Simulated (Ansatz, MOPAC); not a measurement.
System: C₃H₉O, net charge 1, singlet state. SMILES: CCC[OH2+]

Atoms: C1, C2, C3, O4, H5, H6, H7, H8, H9, H10, H11, H12, H13. Bonds: C1-C2, C1-H5, C1-H6, C1-H7, C2-C3, C2-H8, C2-H9, C3-O4, C3-H10, C3-H11, O4-H12, O4-H13.

Bond lengths (Å) and angles (degrees) optimised at PM7 with MOPAC; HF/3-21G with Ansatz (an electronic-structure program); PBE/6-31G* with Ansatz; B3LYP/LANL2DZ with Ansatz, each started from the B3LYP-D3(BJ)/def2-TZVP structure (Ansatz) of the last column. A row stands for all coordinates that are equal there; 13 of 30 kinds are shown. 6-31G* holds six Cartesian d functions. No wavenumbers were computed at PBE/6-31G*, B3LYP/LANL2DZ, so these may be saddle points.

| coordinate | PM7 | HF/3-21G | PBE/6-31G* | B3LYP/LANL2DZ | B3LYP-D3(BJ)/def2-TZVP |
|---|---|---|---|---|---|
| C1-C2 | 1.533 | 1.550 | 1.545 | 1.555 | 1.536 |
| C1-H5 | 1.099 | 1.083 | 1.102 | 1.096 | 1.090 |
| C1-H7 | 1.105 | 1.081 | 1.101 | 1.094 | 1.088 |
| C2-C3 | 1.496 | 1.517 | 1.504 | 1.519 | 1.498 |
| C2-H8 | 1.117 | 1.082 | 1.103 | 1.098 | 1.091 |
| C2-H9 | 1.112 | 1.084 | 1.107 | 1.098 | 1.094 |
| C3-O4 | 1.561 | 1.572 | 1.576 | 1.588 | 1.567 |
| C3-H10 | 1.111 | 1.075 | 1.099 | 1.092 | 1.086 |
| C1-C2-C3 | 107.7 | 108.6 | 108.7 | 108.7 | 109.1 |
| C2-C3-O4 | 104.3 | 107.4 | 108.0 | 107.9 | 107.7 |
| C2-C1-H5 | 112.8 | 111.2 | 111.9 | 111.7 | 111.6 |
| C2-C1-H6 | 112.7 | 111.1 | 111.6 | 111.7 | 111.4 |
| C2-C1-H7 | 110.5 | 109.1 | 108.8 | 109.0 | 109.1 |

Mean signed difference of all 12 bond lengths from B3LYP-D3(BJ)/def2-TZVP: PM7 0.017 Å, HF/3-21G -0.003 Å, PBE/6-31G* 0.012 Å, B3LYP/LANL2DZ 0.009 Å.
